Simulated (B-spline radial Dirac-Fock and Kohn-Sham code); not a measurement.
Photoionisation of tungsten ions at Cu Kα (8047.8 eV)

Method: a relativistic central-field model (Hartree-Slater potential of the initial state, Latter tail, multipole expansion of the photon field, Dirac-Fock thresholds). Computed with an atomic code on a B-spline grid. Cross sections in kb; a dash marks an empty subshell or a threshold above the photon energy.

```
ion      configuration  total    3s  3p3/2  4p1/2  4d5/2  5p3/2
  W  [Xe] 4f14 5d4 6s2  49.95  5.51   12.3   1.60   1.66  0.396
W⁵⁺      [Xe] 4f14 5d1  49.94  5.51   12.3   1.60   1.66  0.434
W⁶⁺          [Xe] 4f14  49.95  5.51   12.3   1.60   1.66  0.451
```
